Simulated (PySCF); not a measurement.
Compound: C3H12N2Si2.
Cartesian coordinates in Å at the GFN2-xTB level; atoms count from 1:
```
atom  x, y, z in Å
N1    -2.3983    1.3183   -0.7556
Si2   -2.5432   -0.2592   -0.0739
Si3   -0.8070   -1.5233   -0.8924
N4     0.6326   -0.5688   -0.8425
C5     1.0752    0.1602    0.2939
C6     2.3752   -0.1589    0.9760
C7     2.2264    1.1130    0.1826
H8    -3.0725    2.0313   -0.5293
H9    -1.4845    1.7279   -0.8615
H10   -2.5927   -0.2361    1.4078
H11   -3.8789   -0.7025   -0.4903
H12   -0.6778   -2.7992   -0.1535
H13   -0.8589   -1.8933   -2.3113
H14    1.4077   -0.8424   -1.4282
H15    0.2458    0.4505    0.9275
H16    2.9862   -0.9435    0.5548
H17    2.4322   -0.0922    2.0513
H18    2.1810    2.0499    0.7167
H19    2.7415    1.1775   -0.7644
```

Level of theory: TDDFT wB97X-D/def2-SVPD, vertical, gas phase, core orbitals frozen in the response (PySCF 2.14.0, density-fitted response routines).

Kohn–Sham orbitals with the atoms that hold most of them (Löwdin shares over 4%, at most four atoms; ? is withheld):

```json
{"orbital": "LUMO+2", "ε (eV)": "2.49", "atoms": "Si3 30%, Si2 17%, C6 8%, H12 6%"}
{"orbital": "LUMO+1", "ε (eV)": "1.96", "atoms": "Si2 29%, Si3 21%, H10 12%, H13 10%"}
{"orbital": "LUMO", "ε (eV)": "1.49", "atoms": "Si3 23%, Si2 23%, H11 7%, N1 6%"}
{"orbital": "HOMO", "ε (eV)": "?", "atoms": "?"}
{"orbital": "HOMO-1", "ε (eV)": "-9.14", "atoms": "?"}
{"orbital": "HOMO-2", "ε (eV)": "-10.24", "atoms": "Si2 28%, Si3 27%, N1 8%, H11 8%"}
{"orbital": "HOMO-3", "ε (eV)": "-10.44", "atoms": "C7 33%, C6 28%, C5 13%, N4 6%"}
```

Problem. Which atoms hold the HOMO-1, and with what shares?

Solution. N1 (bonded to Si and 2 H) 58%; Si2 (bonded to N, Si and 2 H) 15%; H10 (bonded to Si) 10%; H9 (bonded to N) 5%. By element: nitrogen 58% or more, hydrogen 16% or more, silicon 15% or more.

Problem. Give the leading atoms of the HOMO.

Solution. N4 (bonded to C, Si and H) 45%; C5 (bonded to 2 C, N and H) 13%; C6 (bonded to 2 C and 2 H) 11%; Si3 (bonded to N, Si and 2 H) 8%. By element: nitrogen 45% or more, carbon 24% or more, silicon 8% or more.

Problem. What is the HOMO energy, and the HOMO–LUMO gap?

Solution. ε(HOMO) = -8.13 eV; the gap is 9.62 eV (0.3534 hartree).

Problem. How does S1 compare with the orbital gap of 9.62 eV?

Solution. S1 is at 5.28 eV (f = 0.0020), 4.34 eV below the gap, made of HOMO→LUMO (87%). 

Problem. One configuration dominates each of S1, S2 and S3. Which, and how do the shares of the two leading atoms of either orbital change from the occupied to the empty one?

Solution. 
- S1 (5.28 eV, f 0.0020), HOMO→LUMO (87%): N4 45% → at most 7%, C5 13% → at most 7%, Si3 8% → 23%, Si2 at most 9% → 23%
- S2 (6.04 eV, f 0.0097), HOMO-1→LUMO (71%): N1 58% → 6%, Si2 15% → 23%, Si3 at most 6% → 23%
- S3 (6.24 eV, f 0.0092), HOMO→LUMO+1 (72%): N4 45% → at most 11%, C5 13% → at most 11%, Si2 at most 9% → 29%, Si3 8% → 21%

Löwdin shares depend on the basis, the more so with diffuse functions.

One conformer stands for the species.
